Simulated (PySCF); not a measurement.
CH5Si, SMILES [CH2][SiH3], multiplicity 2.

The structure is a stationary point at ωB97X-D3(BJ)/def2-TZVP. The isomer is the one that the SMILES or the coordinates give; other isomers of the formula were not compared.

The numbers are results of TDA-CAM-B3LYP/def2-TZVPD run with PySCF, not measurements.

Vertical excitations. Isolated molecule, no solvent.

```
state    energy (eV)  λ (nm)      f                            main pairs
-------  -----------  ------  -----  ------------------------------------
root 1          4.72     263  0.002                    β HOMO−2→LUMO 93 %
root 2          5.70     217  0.002  β HOMO→LUMO 81 %, β HOMO−3→LUMO 17 %
root 3          5.82     213  0.015                      α HOMO→LUMO 95 %
root 4          6.20     200  0.041                    β HOMO−1→LUMO 90 %
root 5          6.78     183  0.000                    α HOMO→LUMO+2 86 %
root 6          6.87     181  0.008                    α HOMO→LUMO+1 91 %
root 7          6.92     179  0.002  β HOMO−3→LUMO 77 %, β HOMO→LUMO 16 %
root 8          7.17     173  0.027                    α HOMO→LUMO+3 89 %
root 9          7.47     166  0.006                    α HOMO→LUMO+4 86 %
root 10         7.53     165  0.001                    α HOMO→LUMO+5 86 %
```
Unrestricted roots are not spin-pure.
